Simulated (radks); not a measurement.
All-electron atom: Xe50+ in [He] 2s2 (the NIST ground configuration). Method: non-relativistic Kohn-Sham, LB94 model potential, spin-polarised, spherical densities, point nucleus; relativity is left out, which matters for an element this heavy; computed with a radial shooting solver on a logarithmic mesh with Libxc functionals.

Normalised radial functions P(r) = r R(r), r in bohr:

r             1s       2s
0.001999  1.4140   0.4861
0.002645  1.8069   0.6205
0.003528  2.2978   0.7874
0.004705  2.8761   0.9818
0.006275  3.5247   1.1946
0.00837   4.1994   1.4041
0.01116   4.8189   1.5694
0.01489   5.2602   1.6243
0.0197    5.3750   1.4851
0.02628   5.0382   1.0448
0.03505   4.2006   0.2365
0.04674   2.9956  -0.8960
0.06234   1.7346  -2.1139
0.08315   0.7617  -2.9875
0.1109    0.2317  -3.0907
0.1467    0.0456  -2.3839
0.1957    0.0045  -1.2837
0.261     0.0002  -0.4416
0.3482    0.0000  -0.0850

1s: eigenvalue -38043 eV, 0 radial nodes, <r> = 0.0280 bohr, 90 % of the charge inside 0.0497 bohr. 2s: eigenvalue -9115.7 eV, 1 radial node at r = 0.0374 bohr, <r> = 0.114 bohr, 90 % of the charge inside 0.174 bohr.
